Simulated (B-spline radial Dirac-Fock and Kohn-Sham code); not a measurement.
**S 2s: cross section and angular parameters**

System: atomic sulfur in the configuration [Ne] 3s2 3p4; threshold 230.9 eV (tabulated edge). Level of theory: Dirac-Hartree-Slater photoionisation with a Latter tail; cross sections with all multipoles, angular parameters from the dipole term and its interference with E2; a B-spline atomic structure program.

For linearly polarised light dσ/dΩ = σ/(4π) [1 + β P₂(cos θ) + (δ + γ cos²θ) sin θ cos φ], with θ from the polarisation vector and φ the angle between the beam and the projection of the electron momentum on the plane normal to the polarisation.

| hν (eV) | σ (kb) | β | γ |
| --- | --- | --- | --- |
| 300 | 325 | 2.000 | 0.261 |
| 405 | 220 | 2.000 | 0.019 |
| 600 | 117 | 2.000 | -0.042 |
| 800 | 69.4 | 2.000 | 0.011 |
| 955 | 49.3 | 2.000 | 0.070 |
| 1110 | 36.4 | 2.000 | 0.133 |
| 1180 | 32.1 | 2.000 | 0.161 |
| 1253.6 | 28.2 | 2.000 | 0.191 |
| 1400 | 22.3 | 2.000 | 0.248 |
| 1470 | 20.1 | 2.000 | 0.274 |
| 1800 | 12.9 | 2.000 | 0.394 |
| 2000 | 10.1 | 2.000 | 0.462 |
| 2500 | 6.03 | 2.000 | 0.619 |
| 2600 | 5.49 | 2.000 | 0.648 |
| 3780 | 2.20 | 2.000 | 0.956 |
| 4170 | 1.71 | 2.000 | 1.046 |
| 4460 | 1.44 | 2.000 | 1.109 |
| 5380 | 0.887 | 2.000 | 1.295 |
| 7130 | ? | ? | ? |
| 9460 | 0.192 | 2.000 | 1.946 |
| 15000 | 0.0516 | 1.999 | 2.603 |

Q: Give the values at 7130 eV.

A: σ = 0.418 kb, β = 2.000, γ = 1.601. For an s subshell δ is negligible.

Values without a named source are computed, but for edge energies of neutral atoms, which are taken from tables.
